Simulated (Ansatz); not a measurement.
Geometry optimisation, Ansatz 0.2.0, RKS B3LYP/def2-SVP.

Input file:

```yaml
crystal:
  periodic: [false, false, false]
  atoms:
    - { symbol: Li, position_ang: [0.5049, -2.42815, 1.79929] }
    - { symbol: O, position_ang: [0.92531, -1.29312, 0.82664] }
    - { symbol: S, position_ang: [1.44557, -0.12278, -0.19872] }
    - { symbol: Si, position_ang: [-0.4195, 0.81336, -0.55205] }
    - { symbol: H, position_ang: [-1.37059, 0.06718, 0.25532] }
    - { symbol: H, position_ang: [-0.73618, 0.75415, -1.98388] }
    - { symbol: H, position_ang: [-0.33894, 2.22525, -0.1604] }
basis:
  gaussian: { orbitals: def2-SVP }
hamiltonian:
  xc: b3lyp
relax:
  f_tol: 0.015
  max_steps: 40
```

Command:

```bash
$ ansatz run input.yaml --threads 1 --pin off --max-ram 2048MiB --backend cpu --events-out ev --progress --plain --runs-dir out
```

Task: Where does it end, and by what steps?

Result: It converged. After 15 steps the energy has fallen by 0.269 eV; Li1 moved furthest, 0.82 Å.

```tsv
step	energy less start (eV)	largest force component (eV/Å)	accepted
0	0.0000	0.673	yes
1	-0.1011	0.502	yes
2	-0.1235	0.180	yes
3	-0.1248	0.094	yes
4	-0.1260	0.050	yes
5	-0.1308	0.375	yes
6	-0.1423	0.562	yes
7	-0.2062	0.245	yes
8	-0.2233	0.947	yes
9	-0.2645	0.057	yes
10	-0.2655	0.062	yes
11	-0.2643	0.324	no
12	-0.2678	0.018	yes
13	-0.2685	0.018	yes
14	-0.2685	0.018	yes
15	-0.2685	0.009	yes
```

```xyz
7
Properties=species:S:1:pos:R:3
Li 0.719 -2.888 1.153
O 0.951 -1.353 0.808
S 1.359 0.218 0.533
Si -0.431 0.879 -0.447
H -1.639 0.725 0.424
H -0.703 0.110 -1.701
H -0.247 2.325 -0.784
```

Whether the end is a true minimum wasn't checked by a vibrational analysis.

Time of the run: 55 s on 1 thread of Arm Neoverse V1 (shared host), peak memory 0.17 GiB.
